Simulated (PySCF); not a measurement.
**How the method changes the constants of KI**

State: ¹Σ⁺ (singlet), closed shell. Set-up: basis K def2-TZVPP, I def2-TZVPP with ECP28; scalar-relativistic core potentials; PySCF 2.14. De refers to K + I in their high-spin ground configurations, without counterpoise correction. A positive dipole means K(−)I(+).

| Level | Re (Å) | ωe (cm⁻¹) | De (eV) | μ (D) | CPU s a point (SCF and correlation, without the integrals) |
| --- | --- | --- | --- | --- | --- |
| RHF | 3.153 | 175 | 2.64 | -12.05 | 0.61 |
| RHF-MP2 | 3.085 | 185 | 3.50 | n/a | 1 |
| RHF-SCS-MP2 | 3.100 | 182 | 3.41 | n/a | n/a |
| RHF-CCSD | 3.103 | 182 | 3.30 | n/a | n/a |
| RHF-CCSD(T) | 3.100 | 183 | 3.36 | n/a | 29 |
| PBE | 3.077 | 179 | 3.39 | -10.67 | 1.8 |
| revPBE | 3.105 | 174 | 3.28 | -10.80 | 1.1 |
| BLYP | 3.108 | 174 | 3.24 | -10.71 | 1.3 |
| BP86 | 3.084 | 178 | 3.41 | -10.92 | 1.2 |
| r²SCAN | 3.084 | 182 | 3.55 | -11.25 | 2.3 |
| B3LYP | 3.094 | 179 | 3.33 | -11.04 | 2.6 |
| PBE0 | 3.071 | 183 | 3.43 | -11.06 | 5.1 |
| ωB97X | 3.091 | 182 | 3.71 | -11.55 | 4 |

Measured (Huber and Herzberg, Constants of Diatomic Molecules (1979)): Re = 3.047844 Å, ωe = 186.53 cm⁻¹.

The bond length runs from 3.071 Å (PBE0) to 3.153 Å (RHF). De spans 2.64 eV (RHF, mean field) to 3.71 eV (ωB97X, range-separated hybrid). Correlation at CCSD(T) changes the Hartree–Fock bond energy by +0.72 eV; the triples alone change it by +0.06 eV.

Correlated steps freeze 9 core orbitals. These are scalar-relativistic numbers at best; spin–orbit coupling would shift them, the dissociation energy most. Where the molecule has an RHF reference, its open-shell atoms are computed with UHF.

The whole job (state search and all levels along the bond) took about 14 min on 1 thread of AMD EPYC 7571 (shared host), peak memory 1.6 GiB.
